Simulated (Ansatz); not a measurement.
Start from `OCOC[SiH3]` and change one atom or group to get `N#COCO`.

Ansatz, PBE0-D4/def2-TZVP geometries, multiplicity 1. Each molecule was computed in one conformer, which needn't be the lowest.

```
                                          property  `OCOC[SiH3]`
                 LUMO energy (PBE/def2-TZVPP) / eV         -0.09
size of the dipole moment (ωB97M-V/def2-TZVPP) / D          0.76
               HOMO energy (B3LYP/def2-TZVPP) / eV         -7.26
                LUMO energy (PBE0/def2-TZVPP) / eV          0.72
             HOMO energy (ωB97M-V/def2-TZVPP) / eV         -9.81
  size of the dipole moment (B3LYP/def2-TZVPP) / D          0.77
```

Problem. What does the change do to each property? (An estimate is asked.)

Solution. Ansatz gave: 
```json
{"property": "LUMO energy (PBE/def2-TZVPP) / eV", "`N#COCO`": "-0.61", "shift": "-0.52"}
{"property": "size of the dipole moment (ωB97M-V/def2-TZVPP) / D", "`N#COCO`": "4.20", "shift": "3.44"}
{"property": "HOMO energy (B3LYP/def2-TZVPP) / eV", "`N#COCO`": "-8.34", "shift": "-1.08"}
{"property": "LUMO energy (PBE0/def2-TZVPP) / eV", "`N#COCO`": "0.30", "shift": "-0.42"}
{"property": "HOMO energy (ωB97M-V/def2-TZVPP) / eV", "`N#COCO`": "-10.92", "shift": "-1.11"}
{"property": "size of the dipole moment (B3LYP/def2-TZVPP) / D", "`N#COCO`": "4.21", "shift": "3.44"}
```

With PBE0 the HOMO falls by 1.10 eV and the LUMO falls by 0.42 eV, so the gap widens by about 0.68 eV. PBE moves the HOMO by -1.10 eV and ωB97M-V by -1.11 eV. Dipoles are sizes alone; their direction can turn.

B3LYP here is the variant with VWN-RPA as its local correlation; programs differ in this.
